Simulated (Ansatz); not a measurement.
CH4F2SSi, SMILES `FC[SiH](F)S`, relaxed with RKS PBE-D4/def2-SVP in Ansatz from a rough embedded geometry. The force threshold is 0.03 eV/Å; the program also tests the step.

The species carries charge 0 and has multiplicity 1.

Start:

```xyz
9

F     1.706   -0.581    0.606
C     0.329   -0.622    0.907
Si   -0.672    0.537   -0.169
F    -0.206    1.980    0.175
S    -0.318    0.098   -2.216
H     0.240   -0.370    1.963
H     0.016   -1.686    0.813
H    -2.112    0.347    0.148
H     1.017    0.297   -2.227
```

(1) How much energy does the relaxation release, and in how many steps? (Best estimate.)

(2) Which bonds change most? (An estimate is asked.)

(3) Give the relaxed structure. (Estimate.)

Results:

(1) Computed: 26.09 kJ/mol, in 7 steps.

(2) Ansatz gave: Si3–F4 from 1.555 to 1.642 Å; C2–Si3 from 1.872 to 1.907 Å; C2–H6 from 1.090 to 1.114 Å; S5–H9 from 1.350 to 1.368 Å.

(3) Computed: 
```xyz
9

F     1.672   -0.640    0.289
C     0.384   -0.613    0.839
Si   -0.722    0.566   -0.173
F    -0.421    2.099    0.334
S    -0.206    0.270   -2.221
H     0.453   -0.286    1.901
H    -0.039   -1.644    0.826
H    -2.183    0.315    0.042
H     1.063   -0.069   -1.838
```
